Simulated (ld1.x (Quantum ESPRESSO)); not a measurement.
**An all-electron radial function and its pseudo partner (indium (In))**

Columns: radius, all-electron u(r) and pseudo u(r) of the 5p shell (level -8.70 eV) of indium in the configuration [Kr] 4d10 5s2 5p0; LDA (PZ), scalar-relativistic, TM semilocal scheme, ld1.x (Quantum ESPRESSO) 7.5.

```json
{"r (bohr)": "0.082", "all-electron": "0.1013", "pseudo": "-0.0165"}
{"r (bohr)": "0.164", "all-electron": "-0.0748", "pseudo": "-0.0612"}
{"r (bohr)": "0.246", "all-electron": "-0.1678", "pseudo": "-0.1205"}
{"r (bohr)": "0.328", "all-electron": "-0.1152", "pseudo": "-0.1770"}
{"r (bohr)": "0.410", "all-electron": "0.0055", "pseudo": "-0.2156"}
{"r (bohr)": "0.492", "all-electron": "0.1270", "pseudo": "-0.2291"}
{"r (bohr)": "0.574", "all-electron": "0.2154", "pseudo": "-0.2197"}
{"r (bohr)": "0.656", "all-electron": "0.2610", "pseudo": "-0.1963"}
{"r (bohr)": "0.738", "all-electron": "0.2669", "pseudo": "-0.1687"}
{"r (bohr)": "0.820", "all-electron": "0.2413", "pseudo": "-0.1443"}
{"r (bohr)": "0.902", "all-electron": "0.1933", "pseudo": "-0.1269"}
{"r (bohr)": "0.984", "all-electron": "0.1311", "pseudo": "-0.1180"}
{"r (bohr)": "1.066", "all-electron": "0.0612", "pseudo": "-0.1182"}
{"r (bohr)": "1.148", "all-electron": "-0.0118", "pseudo": "-0.1284"}
{"r (bohr)": "1.230", "all-electron": "-0.0843", "pseudo": "-0.1499"}
{"r (bohr)": "1.312", "all-electron": "-0.1543", "pseudo": "-0.1837"}
{"r (bohr)": "1.394", "all-electron": "-0.2202", "pseudo": "-0.2292"}
{"r (bohr)": "1.476", "all-electron": "-0.2811", "pseudo": "-0.2825"}
{"r (bohr)": "1.558", "all-electron": "-0.3366", "pseudo": "-0.3367"}
{"r (bohr)": "1.640", "all-electron": "-0.3866", "pseudo": "-0.3866"}
{"r (bohr)": "1.722", "all-electron": "-0.4310", "pseudo": "-0.4310"}
{"r (bohr)": "1.804", "all-electron": "-0.4701", "pseudo": "-0.4701"}
{"r (bohr)": "1.886", "all-electron": "-0.5040", "pseudo": "-0.5040"}
{"r (bohr)": "1.968", "all-electron": "-0.5329", "pseudo": "-0.5329"}
{"r (bohr)": "2.050", "all-electron": "-0.5573", "pseudo": "-0.5573"}
{"r (bohr)": "2.132", "all-electron": "-0.5775", "pseudo": "-0.5775"}
```

Problem. How many radial nodes do the two functions have?

Solution. The all-electron 5p function has n − l − 1 = 3; the pseudo-wave has 0, since the states of the same l below it are removed with the core.

Problem. At about which radius was the pseudo-wave matched?

Solution. 1.64 bohr, where the columns begin to agree (steps of 0.08 bohr).

Problem. Is the pseudo-wave norm-conserving?

Solution. Yes: the TM semilocal scheme keeps the norm inside the radius equal to the all-electron one, which fixes the energy derivative of the logarithmic derivative at the level.
